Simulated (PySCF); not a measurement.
# SMILES CC=C=C=C=C(C)[Se]C, C₈H₁₀Se

Geometry (Å), atoms numbered from 1 in this order:
```xyz
19

C     4.1588   -0.6133    0.4815
C     3.0619   -0.4243   -0.5196
C     1.9119    0.1781   -0.2838
C     0.7962    0.7656   -0.0435
C    -0.3195    1.3538    0.1901
C    -1.4719    1.9465    0.4373
C    -1.7247    3.4144    0.2552
Se   -2.9852    0.9686    1.0686
C    -2.1951   -0.7953    1.1309
H     4.3747   -1.6855    0.6247
H     5.0933   -0.1466    0.1274
H     3.8971   -0.1766    1.4546
H     3.2380   -0.8229   -1.5297
H    -2.0382    3.8766    1.2054
H    -0.8179    3.9220   -0.0992
H    -2.5308    3.5826   -0.4774
H    -1.3419   -0.8039    1.8216
H    -2.9772   -1.4758    1.4936
H    -1.8691   -1.1003    0.1280
```

Method: TDDFT CAM-B3LYP/aug-cc-pVDZ circular dichroism and optical rotation, one conformer, gas phase (PySCF). Geometry: PBE0-D3(BJ)/def2-SVP.

The calculation is non-relativistic, which matters for the atoms heavier than Zn. No stereocentre is labelled: unless the shape is locked (an allene, a helicene, a hindered biaryl), the mirror image is equally populated and a measured rotation or CD is zero.

(1) Draw the ECD and absorption spectra from the lowest 12 states, each a Gaussian of half-width 0.35 eV at 1/e height.

## Answers

(1) 
```csv
E (eV),λ (nm),Δε (L mol⁻¹ cm⁻¹),ε (L mol⁻¹ cm⁻¹)
2.69,461,0.00,0.601
2.84,437,-0.01,1.7
2.99,415,-0.02,3.34
3.14,395,-0.03,4.59
3.29,377,-0.02,5.15
3.44,361,-0.01,12.2
3.59,346,+0.04,70.7
3.74,332,+0.14,355
3.89,319,+0.37,1260
4.04,307,+0.77,3090
4.19,296,+1.20,5280
4.34,286,+1.18,6460
4.49,276,-0.13,6750
4.64,267,-3.98,10100
4.79,259,-11.20,22500
4.94,251,-19.51,44100
5.09,244,-23.11,62600
5.24,237,-18.70,62200
5.39,230,-10.53,43200
5.54,224,-5.46,21600
5.69,218,-4.87,8980
5.84,212,-4.95,4590
```
Δε uses R in velocity form, ε uses f in length form. Only the states computed contribute, so the short-wavelength end is incomplete.
